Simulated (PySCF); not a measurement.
Debugging a PySCF script (CsN)

```python
from pyscf import gto, scf, mp

mol = gto.M(
    atom='Cs 0 0 0; N 0 0 2.86',
    basis='def2-svpd',
    ecp={'Cs': 'def2-svpd'},
    charge=0,
    spin=2,
    symmetry=True,
    verbose=4,
)
mf = scf.UHF(mol)
mf.max_cycle = 5
mf.kernel()
mp.MP2(mf).kernel()
mf.dip_moment()
print('orbital energies (hartree):', [e[max(0, n-3):n+3].round(4) for e, n in zip(mf.mo_energy, mol.nelec)])
```

```bash
$ OMP_NUM_THREADS=1 python input.py
```

The log, shortened:

```
[earlier lines left out]
diis_space = 8
diis_damp = 0
SCF conv_tol = 1e-09
SCF conv_tol_grad = None
SCF max_cycles = 5
direct_scf = True
direct_scf_tol = 1e-13
number electrons alpha = 9  beta = 7
Freeze 0 electrons in irreps []
    16 free electrons in irreps A1 E1x E1y E2x E2y
Set gradient conv threshold to 3.16228e-05
init E= -70.2356398518665

cycle= 1 E= -74.1344974698008  delta_E= -3.9  |g|= 0.246  |ddm|= 1.58
cycle= 2 E= -74.1577900170627  delta_E= -0.0233  |g|= 0.0445  |ddm|= 0.396
cycle= 3 E= -74.1599446050375  delta_E= -0.00215  |g|= 0.0218  |ddm|= 0.0931
cycle= 4 E= -74.16062842957  delta_E= -0.000684  |g|= 0.0131  |ddm|= 0.0752
cycle= 5 E= -74.1610533334149  delta_E= -0.000425  |g|= 0.0072  |ddm|= 0.0724
SCF not converged.
SCF energy = -74.1610533334149 after 5 cycles  <S^2> = 2.0222353  2S+1 = 3.0147871

******** <class 'pyscf.mp.ump2.UMP2'> ********
nocc = (np.int64(9), np.int64(7)), nmo = (47, 47)
Init E(MP2) = -0.154390101266383
cycle = 1  E_corr(MP2) = -0.154392757376908  dE = -2.65611053e-06  norm(t2) = 0.000178376
cycle = 2  E_corr(MP2) = -0.154392788532317  dE = -3.11554083e-08  norm(t2) = 1.94995e-07
E(UMP2) = -74.3154461219472  E_corr = -0.154392788532317
E(SCS-UMP2) = -74.3103766001884  E_corr = -0.149323266773505
E_corr(same-spin) = -0.0414785532291639
E_corr(oppo-spin) = -0.112914235303153
Dipole moment(X, Y, Z, Debye):  0.00000,  0.00000, -10.34454
orbital energies (hartree): [array([-0.3355, -0.3355, -0.2595, -0.0057,  0.0062,  0.0062]), array([-0.6662, -0.5837, -0.1805, -0.0055,  0.0062,  0.0062])]
```

**Question.** Which setting is at fault, why, and what does a mended input give?

**Answer.** The cycle limit (5): the limit is below the number of cycles that the SCF needs. With this edit
```diff
- mf.max_cycle = 5
```
the run finishes: E(SCF) = -74.161474 Eh, 14 cycles, E(MP2) − E(SCF) = -0.15492 Eh, ⟨S²⟩ = 2.068, μz(SCF) = -9.79 D.

The bond length is a typed value, not an optimised one. No search for the lowest solution was made.
